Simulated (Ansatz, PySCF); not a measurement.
Stretching the B1–H2 bond in BBrH2 (SMILES BBr) (multiplicity 1 held, fragments rigid). Energies count from the point at 1.183 Å.
Geometry at that point (charge 0, multiplicity 1):
```xyz
4

B     -0.8490    -1.2912     0.2112
H     -0.4717    -2.0737     1.0149
H     -1.8265    -1.4215    -0.4431
Br     0.1869     0.2843    -0.0465
```

Unrestricted levels (U-) break spin symmetry where that is lower. Active spaces are followed from a long bond inwards. Levels need not reach the same state.

Correlated levels freeze the cores. Filled d and f shells under p-block atoms count as core. Rows in LANL2DZ carry no dispersion term and start afresh at each structure. LANL2DZ brings its own core potentials from Na on.

Codes used: Ansatz (Gaussian basis) for Hartree–Fock, density functionals and correlated methods; PySCF for LANL2DZ rows. Values without a source in brackets are computed.

Energies in kcal/mol.

```json
[
 {"R (Å)": "0.947", "U-HF/cc-pVTZ": "24.7", "R-B3LYP/LANL2DZ": "25.5", "FIC-MRCISD on CASSCF(2,2)/cc-pVTZ": "25.1", "FIC-MRCISD+Q on CASSCF(2,2)/cc-pVTZ": "25.0"},
 {"R (Å)": "1.065", "U-HF/cc-pVTZ": "4.8", "R-B3LYP/LANL2DZ": "5.2", "FIC-MRCISD on CASSCF(2,2)/cc-pVTZ": "5.1", "FIC-MRCISD+Q on CASSCF(2,2)/cc-pVTZ": "5.0"},
 {"R (Å)": "1.183", "U-HF/cc-pVTZ": "0.0", "R-B3LYP/LANL2DZ": "0.0", "FIC-MRCISD on CASSCF(2,2)/cc-pVTZ": "0.0", "FIC-MRCISD+Q on CASSCF(2,2)/cc-pVTZ": "0.0"},
 {"R (Å)": "1.302", "U-HF/cc-pVTZ": "3.8", "R-B3LYP/LANL2DZ": "3.2", "FIC-MRCISD on CASSCF(2,2)/cc-pVTZ": "3.2", "FIC-MRCISD+Q on CASSCF(2,2)/cc-pVTZ": "3.2"},
 {"R (Å)": "1.420", "U-HF/cc-pVTZ": "12.2", "R-B3LYP/LANL2DZ": "10.9", "FIC-MRCISD on CASSCF(2,2)/cc-pVTZ": "10.8", "FIC-MRCISD+Q on CASSCF(2,2)/cc-pVTZ": "10.9"},
 {"R (Å)": "1.598", "U-HF/cc-pVTZ": "29.1", "R-B3LYP/LANL2DZ": "26.2", "FIC-MRCISD on CASSCF(2,2)/cc-pVTZ": "25.8", "FIC-MRCISD+Q on CASSCF(2,2)/cc-pVTZ": "26.0"},
 {"R (Å)": "1.775", "U-HF/cc-pVTZ": "47.4", "R-B3LYP/LANL2DZ": "42.8", "FIC-MRCISD on CASSCF(2,2)/cc-pVTZ": "41.7", "FIC-MRCISD+Q on CASSCF(2,2)/cc-pVTZ": "41.9"},
 {"R (Å)": "2.071", "U-HF/cc-pVTZ": "71.5", "R-B3LYP/LANL2DZ": "68.7", "FIC-MRCISD on CASSCF(2,2)/cc-pVTZ": "65.4", "FIC-MRCISD+Q on CASSCF(2,2)/cc-pVTZ": "65.8"},
 {"R (Å)": "2.367", "U-HF/cc-pVTZ": "81.5", "R-B3LYP/LANL2DZ": "90.4", "FIC-MRCISD on CASSCF(2,2)/cc-pVTZ": "83.1", "FIC-MRCISD+Q on CASSCF(2,2)/cc-pVTZ": "83.7"},
 {"R (Å)": "2.722", "U-HF/cc-pVTZ": "85.9", "R-B3LYP/LANL2DZ": "110.6", "FIC-MRCISD on CASSCF(2,2)/cc-pVTZ": "96.4", "FIC-MRCISD+Q on CASSCF(2,2)/cc-pVTZ": "97.2"},
 {"R (Å)": "3.195", "U-HF/cc-pVTZ": "87.5", "R-B3LYP/LANL2DZ": "129.4", "FIC-MRCISD on CASSCF(2,2)/cc-pVTZ": "104.3", "FIC-MRCISD+Q on CASSCF(2,2)/cc-pVTZ": "105.2"},
 {"R (Å)": "3.787", "U-HF/cc-pVTZ": "88.0", "R-B3LYP/LANL2DZ": "144.1", "FIC-MRCISD on CASSCF(2,2)/cc-pVTZ": "107.1", "FIC-MRCISD+Q on CASSCF(2,2)/cc-pVTZ": "108.1"}
]
```

Doubts at one or more of the structures used: a spin-contaminated determinant (U-HF/cc-pVTZ).

Ansatz is a program for electronic structure.
